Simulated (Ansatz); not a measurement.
Basis sets compared for Be3Br4⁺. Charge 1, multiplicity 2. Geometry PBE0-D4/def2-SVP. Ansatz on 4 threads of Intel Xeon on a shared host; times are rough, and most runs start from earlier orbitals.

```xyz
7

Be   -0.290   -1.128   -0.792
Be   -0.307    0.097    2.113
Be    0.517    1.056   -0.774
Br   -1.356    0.514   -1.689
Br   -0.841   -1.771    1.147
Br    0.504    1.878    1.176
Br    1.774   -0.645   -1.181
```

Another isomer (doublet) lies 0.36 eV lower at PBE0-D4/def2-TZVP; other spin states weren't run for this one.

```json
{"level": "HF/STO-3G", "functions": "87", "energy (Eh)": "-10222.2198", "HOMO (eV)": "-10.03", "LUMO (eV)": "-2.02", "wall time": "2.6 s"}
{"level": "PBE-D4/def2-SVP", "functions": "155", "energy (Eh)": "-10337.9178", "HOMO (eV)": "-8.86", "LUMO (eV)": "-7.67", "wall time": "6.5 s"}
{"level": "PBE0-D4/def2-SVP", "functions": "155", "energy (Eh)": "-10338.2864", "HOMO (eV)": "-9.40", "LUMO (eV)": "-6.98", "wall time": "15 s"}
```

Estimate the rows for HF/def2-TZVP, PBE-D4/def2-TZVP (with forces), PBE0-D4/def2-TZVP.


```tsv
level	functions	energy (Eh)	HOMO (eV)	LUMO (eV)	wall time
HF/def2-TZVP	249	-10333.5868	-11.10	-3.99	28 s
PBE-D4/def2-TZVP (with forces)	249	-10339.2224	-8.71	-7.56	16 s
PBE0-D4/def2-TZVP	249	-10339.5947	-9.24	-6.83	36 s
```
